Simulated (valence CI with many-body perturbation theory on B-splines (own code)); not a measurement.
**E1 transitions of Te XXXVIII**

Computed by valence CI with perturbative core correlation (CI+MBPT): five valence electrons over a frozen Dirac-Fock core [Ne], a basis of 9 s, 9 p, 8 d, 6 f, 3 g, 1 h functions for each j, with the one-electron correlation potential Σ1 (screened to all orders), the two-electron term Σ2, the three-electron term Σ3, Breit, model QED; selected single and double excitations, second order for the rest (own B-spline code, finite nucleus).

The last digits are not significant, and no measured levels were compared; by estimate large intervals hold to a few tenths of a per cent, small ones and those within an open d or f shell to about a per cent. Among the levels kept, up to 530 cm⁻¹ of a level comes from second order outside the variational space, and about a tenth of that is noise between levels of different J, which matters for small intervals.

Lines 201 to 220 of 220 in falling wavelength, among levels below 2706300 cm⁻¹, chosen from the strongest by gf and those to the six lowest levels. Wavelengths and rates use the calculated energies. Electric multipoles are in the length gauge, E1 and E2 with the static RPA response of the core. Weak lines are less certain than strong ones. Lines between different terms over intervals too small for the method are left out, as are lines whose strength nearly cancels. The highest levels of a list are the least certain.

Levels are named by their leading jj configuration (3d3/2^4 stands for four electrons in 3d with j = 3/2), which in mixed levels can hold well under half, so a name can repeat and another be missing. Letters in brackets count levels of one name in rising energy.

```
λ vac (Å)                               Upper                       Lower   A (s⁻¹)  log gf  Branch %
    49.84  (3s^2 3p1/2 3p3/2 3d5/2) J=3/2 [b]  (3s^2 3p1/2^2 3p3/2) J=3/2  2.21e+10   -1.48      13.3
    49.68      (3s^2 3p3/2^2 3d5/2) J=5/2 [a]  (3s^2 3p1/2 3p3/2^2) J=3/2  4.37e+05   -6.01       0.0
    49.59  (3s^2 3p1/2 3p3/2 3d5/2) J=5/2 [c]  (3s^2 3p1/2^2 3p3/2) J=3/2  4.17e+09   -2.04       1.5
    49.08          (3s^2 3p3/2^2 3d5/2) J=3/2  (3s^2 3p1/2 3p3/2^2) J=5/2  7.28e+09   -1.98       2.8
    48.39      (3s^2 3p3/2^2 3d5/2) J=5/2 [b]  (3s^2 3p1/2 3p3/2^2) J=5/2  2.52e+09   -2.28       0.8
    48.09                  (3s 3p3/2^4) J=1/2  (3s^2 3p1/2 3p3/2^2) J=1/2  2.55e+09   -2.75       0.5
    47.90        (3s 3p1/2 3p3/2^3) J=3/2 [b]  (3s^2 3p1/2^2 3p3/2) J=3/2  9.23e+08   -2.90       0.3
    47.62          (3s^2 3p3/2^2 3d5/2) J=3/2  (3s^2 3p1/2 3p3/2^2) J=3/2  1.44e+02   -9.71       0.0
    47.16  (3s^2 3p1/2 3p3/2 3d5/2) J=1/2 [b]  (3s^2 3p1/2^2 3p3/2) J=3/2  2.07e+09   -2.86       0.6
    46.96      (3s^2 3p3/2^2 3d5/2) J=5/2 [b]  (3s^2 3p1/2 3p3/2^2) J=3/2  5.14e+09   -1.99       1.6
    45.06                  (3s 3p3/2^4) J=1/2  (3s^2 3p1/2 3p3/2^2) J=3/2  4.74e+08   -3.54       0.1
    43.14          (3s^2 3p3/2^2 3d5/2) J=1/2  (3s^2 3p1/2^2 3p3/2) J=3/2  7.52e+08   -3.38       1.8
    42.70          (3s^2 3p3/2^2 3d3/2) J=5/2  (3s^2 3p1/2^2 3p3/2) J=3/2  3.75e+06   -5.21       0.0
    42.60      (3s^2 3p3/2^2 3d3/2) J=3/2 [a]  (3s^2 3p1/2^2 3p3/2) J=3/2  7.65e+07   -4.08       0.0
    42.59          (3s^2 3p3/2^2 3d3/2) J=1/2  (3s^2 3p1/2^2 3p3/2) J=3/2  4.41e+08   -3.62       0.1
    40.74      (3s^2 3p3/2^2 3d3/2) J=3/2 [b]  (3s^2 3p1/2^2 3p3/2) J=3/2  7.64e+08   -3.12       0.2
    40.23      (3s^2 3p3/2^2 3d5/2) J=5/2 [a]  (3s^2 3p1/2^2 3p3/2) J=3/2  8.25e+08   -2.92      42.6
    38.86          (3s^2 3p3/2^2 3d5/2) J=3/2  (3s^2 3p1/2^2 3p3/2) J=3/2  1.02e+09   -3.03       0.4
    38.43      (3s^2 3p3/2^2 3d5/2) J=5/2 [b]  (3s^2 3p1/2^2 3p3/2) J=3/2  6.77e+08   -3.05       0.2
    37.14                  (3s 3p3/2^4) J=1/2  (3s^2 3p1/2^2 3p3/2) J=3/2  2.81e+08   -3.93       0.0
```
